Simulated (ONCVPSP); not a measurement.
# An all-electron radial function and its pseudo partner (Ca)

Columns: radius, all-electron u(r) and pseudo u(r) of the 3p shell (level -31.03 eV) of calcium in the configuration [Ne] 3s2 3p6 4s1.5; BLYP, scalar-relativistic, ONCV scheme, ONCVPSP 4.0.1.

| r (bohr) | all-electron | pseudo |
| --- | --- | --- |
| 0.096 | -0.3082 | 0.0215 |
| 0.192 | -0.4774 | 0.0811 |
| 0.288 | -0.3639 | 0.1733 |
| 0.384 | -0.1069 | 0.2932 |
| 0.480 | 0.1816 | 0.4274 |
| 0.576 | 0.4414 | 0.5616 |
| 0.672 | 0.6478 | 0.6902 |
| 0.768 | 0.7963 | 0.8055 |
| 0.864 | 0.8910 | 0.8919 |
| 0.960 | 0.9394 | 0.9394 |
| 1.056 | 0.9514 | 0.9514 |
| 1.152 | 0.9363 | 0.9363 |
| 1.248 | 0.9020 | 0.9019 |
| 1.344 | 0.8551 | 0.8550 |
| 1.440 | 0.8004 | 0.8003 |
| 1.536 | 0.7418 | 0.7418 |
| 1.632 | 0.6820 | 0.6820 |
| 1.728 | 0.6230 | 0.6230 |
| 1.824 | 0.5660 | 0.5660 |
| 1.920 | 0.5120 | 0.5119 |
| 2.016 | 0.4613 | 0.4613 |
| 2.112 | 0.4144 | 0.4144 |
| 2.208 | 0.3712 | 0.3711 |
| 2.304 | 0.3317 | 0.3316 |
| 2.400 | 0.2957 | 0.2957 |
| 2.496 | 0.2632 | 0.2632 |

Q: How many radial nodes do the two functions have?

A: The all-electron 3p function has n − l − 1 = 1; the pseudo-wave has 0, since the states of the same l below it are removed with the core.

Q: At about which radius was the pseudo-wave matched?

A: 1.10 bohr. The columns agree to 0.0005 from 0.96 bohr on; several derivatives are matched, so the curves merge somewhat inside the radius.

Q: Is the pseudo-wave norm-conserving?

A: Yes: the ONCV scheme keeps the norm inside the radius equal to the all-electron one, which fixes the energy derivative of the logarithmic derivative at the level.
